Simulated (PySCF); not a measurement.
SMILES Nc1ccccc1C (C7H9N) (GFN2-xTB optimised geometry):

```
17

C     -1.428    -1.969    -0.012
C     -0.670    -0.673     0.000
C     -1.338     0.540     0.009
C     -0.654     1.744     0.011
C      0.729     1.741     0.002
C      1.416     0.542     0.000
C      0.734    -0.673     0.000
N      1.441    -1.861    -0.074
H     -1.231    -2.545     0.894
H     -2.497    -1.782    -0.066
H     -1.138    -2.574    -0.870
H     -2.419     0.541     0.013
H     -1.199     2.676     0.017
H      1.277     2.672     0.002
H      2.497     0.535    -0.004
H      0.981    -2.676     0.296
H      2.416    -1.796     0.174
```

Level of theory: PBE/def2-SVP (PySCF).

Task: What are the frontier orbital energies and the dipole moment?

Result: HOMO-2 -7.30 eV, HOMO-1 -5.75 eV, HOMO -4.63 eV, LUMO -0.54 eV, LUMO+1 -0.17 eV; dipole moment 2.05 D.

Meta-Löwdin charges at PBE/def2-SVP: C1 -0.31, C2 -0.02, C3 -0.11, C4 -0.14, C5 -0.11, C6 -0.16, C7 0.10, N8 -0.38, H9 0.10, H10 0.11, H11 0.11, H12 0.10, H13 0.10, H14 0.10, H15 0.09, H16 0.22, H17 0.21.
